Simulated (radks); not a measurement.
Results of a calculation; reference values are marked as such.
Polarisability of the selenium ion Se+, [Ar] 3d10 4s2 4p3, at imaginary frequency. Code: a radial shooting solver on a logarithmic mesh with Libxc functionals. Model: scalar-relativistic Kohn-Sham, LB94 model potential, spin-polarised, spherical densities, finite nucleus; open shells are filled with parallel spins first; Fermi nuclear charge, rms radius 4.14 fm. Response by self-consistent Sternheimer equations with the Hartree and adiabatic LDA kernel, the relativistic mass of each level held fixed and spin-orbit coupling left out.

w (hartree)  alpha1(iw) (bohr^3)
0.00266                    14.01
0.0143                     14.00
0.0360                     13.94
0.0697                     13.78
0.118                      13.37
0.186                      12.53
0.280                      11.10
0.413                      9.028
0.605                      6.581
0.892                      4.249
1.35                       2.443
2.12                       1.272
3.59                      0.6038
6.94                      0.2422
17.5                     0.05935

Static values: alpha1 = 14.01 bohr^3 (2.076 angstrom^3; uncoupled 21.21). C6 = 85.46, triple-dipole C9 = 868.4 atomic units. One-pole (London) frequency 4 C6 / (3 alpha1^2) = 0.581 hartree, against 0.776 for minus the highest occupied eigenvalue.
